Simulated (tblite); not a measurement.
Species: C5H8O4 (charge +1 and doublet state).
Geometry (GFN2-xTB, Å), atoms numbered from 1 in this order:
```
atom  x, y, z in Å
C1     1.4442    1.5951   -0.2955
O2     1.2816    0.4097    0.4249
C3     0.1143   -0.2524    0.3881
C4     0.1144   -1.4258    1.3440
C5    -0.1501   -0.7428   -1.1856
O6     0.4100   -0.1175   -2.0523
O7    -1.0257    0.6135    0.6596
C8    -1.9911    0.4641   -0.1812
O9    -1.8736   -0.2703   -1.1495
H10    2.4727    1.9185   -0.1360
H11    1.2999    1.3559   -1.3793
H12    0.7229    2.3710   -0.0194
H13    0.1625   -1.0488    2.3652
H14   -0.7841   -2.0272    1.2341
H15    0.9937   -2.0393    1.1639
H16   -0.3008   -1.8294   -1.2271
H17   -2.8975    1.0379    0.0361
```

Computed values, GFN2-xTB/tblite, gas phase, harmonic and unscaled. The method is semi-empirical: single wavenumbers can be off by several per cent or more. One conformer, not necessarily the lowest. Open shells enter through the occupations alone, without spin polarisation, and single modes of such species can be off by tens of per cent.

Harmonic wavenumbers (cm⁻¹): 73.5, 178.2, 193.2, 227.6, 246.3, 277.5, 290.3, 315.1, 377.2, 412.9, 457.3, 509.2, 569.5, 597.4, 667.1, 718.3, 866.3, 914.7, 921.9, 969.0, 1011.0, 1046.5, 1073.9, 1085.4, 1141.2, 1155.1, 1186.7, 1224.3, 1283.7, 1320.4, 1337.2, 1385.0, 1393.8, 1424.0, 1431.7, 1596.7, 1653.9, 2653.9, 2833.4, 2942.3, 2948.3, 3020.8, 3029.9, 3054.2, 3058.9.

A = 2161, B = 1743, C = 1465 MHz; mass 132.042 u (most abundant isotopes); point group C1, symmetry number 1; spin multiplicity 2.

Zero-point energy?

Half the sum of the wavenumbers: 27537 cm⁻¹ = 329.42 kJ/mol.

Give the ideal-gas entropy at 273.15 K and 1 bar in the rigid-rotor, harmonic-oscillator model (classical rotation).

Translation 167.94, rotation 117.97, vibration 85.14, spin (R ln 2) 5.76: S = 376.8 J/(mol K).

And Cp and H(273.15 K) − H(0)?

Cp = 143.19 J/(mol K), of which vibrations give 109.93 (their classical limit is 45 R = 374.2); H(273.15 K) − H(0) = 22.98 kJ/mol without the zero-point energy, 13.89 from vibrations.

Which modes carry the vibrational entropy at 273.15 K?

73.5 cm⁻¹: 16.26; 178.2 cm⁻¹: 9.14; 193.2 cm⁻¹: 8.52; 227.6 cm⁻¹: 7.29; 246.3 cm⁻¹: 6.71; 277.5 cm⁻¹: 5.86 J/(mol K); the other 39 give 31.37 together.

What must be added to the electronic energy to get the Gibbs energy at 273.15 K and 1 bar?

ZPE + [H(273.15 K) − H(0)] − T·S = 329.42 + 22.98 − 102.92 = 249.48 kJ/mol.

How do the functions run with temperature in this model?

```
 T (K)  S (J/(mol K))  Cp (J/(mol K))  H − H(0) (kJ/mol)  G − H(0) (kJ/mol)  ln q(vib)
    50          239.4            42.7               1.81             -10.16       0.14
   100          276.0            66.9               4.53             -23.08       0.69
298.15          389.8           153.3              26.68             -89.53       4.69
373.15          427.3           182.2              39.28            -120.18       6.41
   500          486.7           223.8              65.14            -178.21       9.37
   750          589.1           280.5             128.76            -313.07      15.08
  1000          675.0           316.2             203.66            -471.39      20.42
```

q(vib) and H(0) count from the zero-point level.

Hindered rotation and anharmonicity are outside this model. Other conformers, if any are populated, would add a mixing term that is left out. The structure is chiral; the term R ln 2 for an equal mix with its mirror image is left out.

Hardware: Arm Neoverse N1, one thread, no GPU, on a shared host. Cost: 0.83 s of wall time. The figure is for the frequency step alone.
